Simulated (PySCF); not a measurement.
Constitutional and geometric isomers with formula C4H4. All species are isolated molecules in the gas phase. Strings in code marks are SMILES.

All values below come from B3LYP-D3(BJ)/def2-TZVP (PySCF 2.14.0). All candidates: neutral, multiplicity 1. B3LYP has the VWN-RPA correlation part, as in Gaussian. 

```json
{
  "HOMO–LUMO gap": "5.78 eV",
  "LUMO": "-1.20 eV",
  "dipole_moment": "0.42 D"
}
```

**Question.** Which member has these values?
A. `C=C1C=C1`
B. `C=C=C=C`
C. `C#CC=C`
D. `C1=CC=C1`

**Answer.** C, `C#CC=C`. The others give `C1=CC=C1`: 3.60 eV, -1.80 eV, 0.00 D; `C=C=C=C`: 5.07 eV, -1.81 eV, 0.00 D; `C=C1C=C1`: 4.98 eV, -0.82 eV, 2.13 D
